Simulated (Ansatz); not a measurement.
Species: H₆AlN₃, SMILES `[NH2][Al]([NH2])[NH2]` (charge 0, multiplicity 1).

**Question.** Give a relaxed geometry from B3LYP-D3(BJ)/def2-TZVP (Ansatz, an electronic-structure program).

**Answer.** the end point of this relaxation (outside a Z-matrix the atoms follow the SMILES, hydrogens last).
Z-matrix (Å, degrees):
```
Al
N 1 1.7744
H 2 1.0069 1 125.02
H 2 1.0069 3 109.98 1 -179.92
N 1 1.7745 2 119.97 3 170.33
H 5 1.0069 1 125.03 2 170.22
H 5 1.0069 6 109.99 1 179.89
N 1 1.7745 2 119.99 3 -9.70
H 8 1.0069 1 125.04 2 170.31
H 8 1.0069 9 109.99 1 -179.92
```
